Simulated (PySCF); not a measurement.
EPR parameters of C6H9N2

Compound: C6H9N2 (doublet state).
SMILES with atom numbers: `[CH3:1][CH:2]([CH3:3])[C:4]1=[N:5][CH:6]=[CH:7][N:8]1` (hydrogens: H9, H10, H11 on C1; H12 on C2; H13, H14, H15 on C3; H16 on C6; H17 on C7)

Cartesian coordinates in Å at the GFN2-xTB level; atoms count from 1:
```
atom  x, y, z in Å
C1    -1.4535   -0.7478   -1.0720
C2    -0.9229    0.3458   -0.1296
C3    -1.5547    0.2656    1.2540
C4     0.5479    0.2615   -0.0746
N5     1.2638    0.0554    1.0586
C6     2.5203    0.0362    0.6672
C7     2.5561    0.2423   -0.7603
N8     1.3227    0.3746   -1.1911
H9    -1.2508   -1.7287   -0.6493
H10   -0.9640   -0.6744   -2.0391
H11   -2.5262   -0.6345   -1.2041
H12   -1.1666    1.3111   -0.5961
H13   -1.1878    1.0703    1.8850
H14   -2.6369    0.3401    1.1778
H15   -1.2976   -0.6774    1.7290
H16    3.3365   -0.1137    1.3467
H17    3.4067    0.2857   -1.4121
```

The hyperfine couplings belong to this conformer and change with its torsions.

Computed with PySCF, UKS B3LYP, pcH-1 on C H N, non-relativistic, mean-field spin-orbit, GIAO. One conformer (not necessarily the lowest) at the GFN2-xTB geometry, without solvent, vibrations or thermal averaging. Couplings are sensitive to structure, and on GFN2-xTB geometries they can be far from those on DFT ones. The SCF solution wasn't tested for stability.

```
g1, g2, g3        : 2.00207, 2.00214, 2.00299
g_iso             : 2.00240
Form of g         : close to axial: the two nearest values differ by 8 % of g3 − g1
⟨S²⟩              : 0.7610 (exact 0.7500)
α and β electrons : 30, 29
```

Hyperfine couplings atom by atom, in 10⁻⁴ cm⁻¹; T1 to T3 are the principal values of the dipolar part (1 × 10⁻⁴ cm⁻¹ = 2.998 MHz):

```json
{"atom": "C1", "isotope": "13C", "a_iso": "10.8", "T1": "-1.0", "T2": "-1.0", "T3": "2.0", "Mulliken spin population": "0.02"}
{"atom": "C2", "isotope": "13C", "a_iso": "-5.4", "T1": "-0.8", "T2": "-0.2", "T3": "0.9", "Mulliken spin population": "-0.04"}
{"atom": "C3", "isotope": "13C", "a_iso": "0.0", "T1": "-0.2", "T2": "-0.1", "T3": "0.3", "Mulliken spin population": "0.00"}
{"atom": "C4", "isotope": "13C", "a_iso": "16.3", "T1": "-13.7", "T2": "-13.1", "T3": "26.8", "Mulliken spin population": "0.46"}
{"atom": "N5", "isotope": "14N", "a_iso": "-1.5", "T1": "-1.3", "T2": "0.6", "T3": "0.7", "Mulliken spin population": "-0.08"}
{"atom": "C6", "isotope": "13C", "a_iso": "8.1", "T1": "-10.9", "T2": "-10.1", "T3": "20.9", "Mulliken spin population": "0.38"}
{"atom": "C7", "isotope": "13C", "a_iso": "5.6", "T1": "-9.2", "T2": "-8.4", "T3": "17.6", "Mulliken spin population": "0.31"}
{"atom": "N8", "isotope": "14N", "a_iso": "-1.1", "T1": "-0.4", "T2": "0.1", "T3": "0.3", "Mulliken spin population": "-0.05"}
{"atom": "H9", "isotope": "1H", "a_iso": "-0.6", "T1": "-1.0", "T2": "-0.3", "T3": "1.4", "Mulliken spin population": "0.00"}
{"atom": "H10", "isotope": "1H", "a_iso": "-0.3", "T1": "-1.0", "T2": "-0.4", "T3": "1.4", "Mulliken spin population": "0.00"}
{"atom": "H11", "isotope": "1H", "a_iso": "3.1", "T1": "-0.7", "T2": "-0.3", "T3": "1.0", "Mulliken spin population": "0.01"}
{"atom": "H12", "isotope": "1H", "a_iso": "22.5", "T1": "-1.3", "T2": "-0.6", "T3": "1.9", "Mulliken spin population": "0.03"}
{"atom": "H13", "isotope": "1H", "a_iso": "-0.2", "T1": "-0.6", "T2": "-0.5", "T3": "1.2", "Mulliken spin population": "0.00"}
{"atom": "H14", "isotope": "1H", "a_iso": "-0.3", "T1": "-0.4", "T2": "-0.3", "T3": "0.7", "Mulliken spin population": "0.00"}
{"atom": "H15", "isotope": "1H", "a_iso": "0.0", "T1": "-0.6", "T2": "-0.5", "T3": "1.1", "Mulliken spin population": "0.00"}
{"atom": "H16", "isotope": "1H", "a_iso": "-9.6", "T1": "-5.5", "T2": "-0.8", "T3": "6.2", "Mulliken spin population": "-0.02"}
{"atom": "H17", "isotope": "1H", "a_iso": "-8.3", "T1": "-4.7", "T2": "-0.8", "T3": "5.6", "Mulliken spin population": "-0.01"}
```

The largest Mulliken spin populations are on C4 (+0.46), C6 (+0.38), C7 (+0.31) and N5 (-0.08). Three atoms exceed +0.15. The positive populations add up to 1.20 and the negative ones to -0.20, together 2S = 1.

Axes: g1 points within 5° of the C2–C4 bond and g3 points within 4° of the C6–C7 bond.

Under fast tumbling the dipolar parts average out, and these isotropic splittings remain: 1 × 1H (H12, I = 1/2, 2 lines) with 2.41 mT, 1 × 1H (H16, I = 1/2, 2 lines) with 1.03 mT, 1 × 1H (H17, I = 1/2, 2 lines) with 0.89 mT, 1 × 14N (N5, I = 1, 3 lines) with 0.17 mT, 1 × 14N (N8, I = 1, 3 lines) with 0.11 mT and 6 × 1H (H9 (×6), I = 1/2, 7 lines) with 0.03 mT.

Nuclei that the bonding pattern makes equivalent are averaged, as if the motion that swaps them (rotation, inversion, ring flip) were fast. The six 1H nuclei of mean +0.9 MHz run from -1.8 to 9.4 MHz in the frozen geometry.

The 13C coupling of C4 (49.0 MHz) shows only in satellite lines or after enrichment, since that isotope makes up about 1.07 % of natural carbon.
